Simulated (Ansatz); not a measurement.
Ansatz results at the PBE0-D4/def2-TZVP geometry: size of the dipole moment (PBE/def2-TZVPP) 0.14 D; HOMO–LUMO gap (PBE0/def2-TZVPP) 7.60 eV; HOMO–LUMO gap (B3LYP/def2-TZVPP) 7.18 eV.

Each molecule was computed in one conformer, which needn't be the lowest.

Task: Which molecule gave them?
A. `[SiH3][SiH2][SiH2][SiH2][SiH2][SiH3]`
B. `[GeH3][SiH2][GeH2][GeH3]`
C. `[SiH3][SiH2][SiH2][SiH2][GeH2][SiH3]`
D. `[GeH3][SiH2][SiH2][SiH2][GeH2][GeH3]`

Result: B. The others give `[SiH3][SiH2][SiH2][SiH2][SiH2][SiH3]`: 0.08, 7.20, 6.88; `[SiH3][SiH2][SiH2][SiH2][GeH2][SiH3]`: 0.09, 7.22, 6.90; `[GeH3][SiH2][SiH2][SiH2][GeH2][GeH3]`: 0.14, 7.20, 6.87.

B3LYP here is the variant with VWN-RPA as its local correlation; programs differ in this.
